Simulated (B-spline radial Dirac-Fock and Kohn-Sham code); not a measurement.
# Isotope-shift constants of the inner levels of Dy³⁺

System: dysprosium as Dy³⁺, configuration [Xe] 4f9.

Input file task.json (cfg lists n, l and occupation; rrms is the nuclear radius in fm):

```json
{"items": [{
  "Z": 66,
  "q": 3,
  "cfg": [[1, 0, 2], [2, 0, 2], [2, 1, 6], [3, 0, 2], [3, 1, 6], [3, 2, 10], [4, 0, 2], [4, 1, 6], [4, 2, 10], [4, 3, 9], [5, 0, 2], [5, 1, 6]],
  "A": 164,
  "rrms": 5.2218,
  "do": "isoshift",
  "isotopes": [[146, 145.932844526, 5.0438], [148, 147.927149944, 5.0455], [149, 148.927327516, 5.0567], [150, 149.925593068, 5.0706], [151, 150.926191279, 5.0801], [152, 151.924725274, 5.095], [153, 152.925771729, 5.1035], [154, 153.92442892, 5.1241], [155, 154.925758049, 5.1457], [156, 155.924283593, 5.1622], [157, 156.925469555, 5.1709], [158, 157.924414817, 5.1815], [159, 158.925745938, 5.1825], [160, 159.925203578, 5.1951], [161, 160.926939425, 5.1962], [162, 161.926804507, 5.2074], [163, 162.928737221, 5.2099], [164, 163.929180819, 5.2218]]
}]}
```

Run with: `python xray2_run.py task.json out`

The computed values come from a B-spline atomic structure program: first-order field-shift and mass-shift constants from Dirac-Fock ground and hole states with a Fermi nucleus; the mass shift has no relativistic recoil terms. A binding energy shifts by δE = F·δ⟨r²⟩ + (K_N + K_S)·δ(1/M); F is taken for a change of radius at fixed skin thickness and so holds the higher radial moments.

| level | F (meV/fm²) |
| --- | --- |
| K (1s) | -390.2 |
| L1 (2s) | -51.59 |
| L2 (2p1/2) | 0.3428 |
| L3 (2p3/2) | 2.379 |
| M1 (3s) | -11.20 |
| M2 (3p1/2) | 0.1195 |
| M3 (3p3/2) | 0.6273 |
| M4 (3d3/2) | 0.5766 |
| M5 (3d5/2) | 0.5543 |

The mass shift is not given and not included below: at this Z its relativistic corrections are large. It matters little for K lines but can be comparable with the field shift of L lines.

Field shifts alone in meV from A = 164 (mass 163.9292 u, rms radius 5.2218 fm); radii from Angeli and Marinova (2013).

```
  A  mass (u)  radius (fm)     Kα1     Kα2     Kβ1   Lα1
146  145.9328       5.0438  +717.4  +713.7  +714.2  -3.3
148  147.9271       5.0455  +710.7  +707.0  +707.5  -3.3
149  148.9273       5.0567       ?       ?       ?     ?
150  149.9256       5.0706  +611.0  +607.8  +608.2  -2.8
153  152.9258       5.1035  +479.6  +477.1  +477.4  -2.2
155  154.9258       5.1457  +309.7  +308.1  +308.4  -1.4
156  155.9243       5.1622  +243.0  +241.7  +241.9  -1.1
157  156.9255       5.1709  +207.7  +206.6  +206.8  -1.0
162  161.9268       5.2074   +59.0   +58.7   +58.7  -0.3
163  162.9287       5.2099   +48.7   +48.5   +48.5  -0.2
```

Question: What are the shifts for A = 149?

Answer: Kα1 +666.2 meV; Kα2 +662.8 meV; Kβ1 +663.3 meV; Lα1 -3.1 meV.
